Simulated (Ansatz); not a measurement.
Geometry optimisation, RHF/def2-SVP in Ansatz 0.2.0.

Input:

```yaml
crystal:
  periodic: [false, false, false]
  atoms:
    - { symbol: Ge, position_ang: [0.0, 0.0, 0.0] }
    - { symbol: H, position_ang: [0.8769, 0.0, 1.5144] }
    - { symbol: C, position_ang: [2.0813, 0.0, 0.578] }
    - { symbol: H, position_ang: [2.429, -1.0463, 0.4498] }
    - { symbol: H, position_ang: [2.1298, 0.5276, -0.3974] }
    - { symbol: H, position_ang: [2.7332, 0.5187, 1.3114] }
    - { symbol: H, position_ang: [-0.73, 1.2648, -0.5162] }
    - { symbol: F, position_ang: [-0.7913, -1.3709, -0.5594] }
basis:
  gaussian: { orbitals: def2-SVP }
hamiltonian:
  xc: hf
relax:
  f_tol: 0.15
  max_steps: 25
  restrain:
    - { distance: [1, 2], at: 2.31, k: 30.0 }
    - { distance: [0, 1], at: 1.55, k: 30.0 }
    - { distance: [0, 2], at: 1.96, k: 30.0 }
output:
  orbitals: {}
```

Command:

```bash
$ ansatz run input.yaml --threads 1 --pin off --max-ram 2048MiB --backend cpu --events-out ev --progress --plain --runs-dir out
```

Problem. Where does it end, and by what steps?

Solution. The run converged. The restraints hold the end off the free minimum. After 7 steps the energy has fallen by 5.821 eV (the restraints' own energy left out); H2 moved furthest, 0.70 Å.

```json
{"step": "0", "energy less start (eV)": "0.0000", "largest force component (eV/Å)": "5.158", "accepted": "yes"}
{"step": "1", "energy less start (eV)": "-1.9361", "largest force component (eV/Å)": "4.253", "accepted": "yes"}
{"step": "2", "energy less start (eV)": "-3.4160", "largest force component (eV/Å)": "3.214", "accepted": "yes"}
{"step": "3", "energy less start (eV)": "-4.9940", "largest force component (eV/Å)": "2.247", "accepted": "yes"}
{"step": "4", "energy less start (eV)": "-5.7026", "largest force component (eV/Å)": "1.722", "accepted": "yes"}
{"step": "5", "energy less start (eV)": "-5.7929", "largest force component (eV/Å)": "1.538", "accepted": "yes"}
{"step": "6", "energy less start (eV)": "-5.8187", "largest force component (eV/Å)": "1.467", "accepted": "yes"}
{"step": "7", "energy less start (eV)": "-5.8211", "largest force component (eV/Å)": "1.465", "accepted": "yes"}
```

```xyz
8
Properties=species:S:1:pos:R:3
Ge 0.150 0.057 0.261
H 0.269 -0.242 1.750
C 2.084 0.025 0.243
H 2.385 -0.964 0.585
H 2.621 0.251 -0.677
H 2.387 0.753 0.998
H -0.616 1.289 -0.190
F -0.552 -1.274 -0.589
```

Time of the run: 14 s on 1 thread of Arm Neoverse V2, with other jobs on the host, peak memory 0.16 GiB.
